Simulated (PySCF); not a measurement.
# C₇H₁₀P₂: full NMR table

```
Formula                               : C7H10P2
SMILES                                : Cc1pcpc(C)c1C
Point group of the computed structure : C1
Carbon signals                        : 5
Proton signals                        : 3
```

Mapped SMILES: `[CH3:1][c:2]1[p:3][cH:4][p:5][c:6]([CH3:7])[c:8]1[CH3:9]` (H(Xn): hydrogen on atom n).

Level of theory: σ from GIAO-PBE0/pcSseg-1, structure optimised with GFN2-xTB, in PySCF 2.14.0 with density-fitted response routines (equivalent nuclei averaged, non-relativistic Hamiltonian, one computed conformer, isolated molecule).

δ = σ(ref) − σ, references computed at the same level: ¹H and ¹³C vs TMS; ³¹P against H3PO4.

| carbon | δC, type | δH (multiplicity) | HMBC from (2–3 bonds) | span of the C tensor (ppm) |
| --- | --- | --- | --- | --- |
| C1/C7 | 30.0, CH3 | 3.04 (m) | – | 29 |
| C2/C6 | 176.7, C | – | H(C4), H(C1)/H(C7), H(C9) | 322 |
| C4 | 194.7, CH | 10.55 (m) | – | 411 |
| C8 | 147.6, C | – | H(C1)/H(C7), H(C9) | 229 |
| C9 | 19.7, CH3 | 2.62 (s) | – | 17 |

Other nuclei:
```json
{"atoms": "P3/P5", "nucleus": "³¹P", "environment": "phosphorus bonded to 2 C, in a 6-membered ring", "δ (ppm)": "259.9", "σ (ppm)": "58.5"}
```

δC 194.7: aromatic CH. δC 176.7, 147.6: substituted aromatic carbon. δC 30.0, 19.7: methyl carbon on an aromatic ring; saturated and bonded to C and H only. δH 10.55: hydrogen on an aromatic CH; the ring current deshields protons in the ring plane. δH 3.04, 2.62: hydrogen on a methyl carbon on an aromatic ring; benzylic-type position, deshielded by the ring.

Splittings by ³¹P in the carbon and heteronuclear signals aren't shown, as no couplings were computed. Shifts are as computed. Against solution values, carbons near 30 ppm lie about +3 ppm off and those near 130 ppm about +5 ppm. Of 1211 compounds with measured shifts, 218 miss one by over three times the rms of a fit or turn the order of signals round; such compounds aren't used in these exercises. Experimental scales use liquid or dissolved standards, which lie at an offset from isolated H3PO4. Multiplicities follow the n + 1 count of equivalent neighbours, as no J values were calculated; m marks all less simple cases, F and P coupling included.
